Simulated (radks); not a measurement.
Question: Successive ionisation energies (eV) of one element, from differences of total energies of ions in their ground configurations, starting at charge 22: 714.46, 748.67, 1302.8, 1379.6, 1458.0, 1537.9, 1619.4, 1702.3, 1800.7, 1887.4, 1975.4, 2064.9, 2311.5, 2391.4, 2471.9, 2552.9, 2706.2, 2790.3, 2965.7, 3044.9, 7032.8, 7257.8. Calculated with a radial shooting solver on a logarithmic mesh with Libxc functionals: Dirac Kohn-Sham, exchange-only PBE, spin-unpolarised, spherical densities, finite nucleus; open shells fill j = l - 1/2 first; Fermi nuclear charge, rms radius 4.7423 fm. Which element is it?

Answer: Tellurium (Z = 52). The first species listed is Te22+ in [Ar] 3d10 4s2, the last Te43+ in [He] 2s2 2p5.
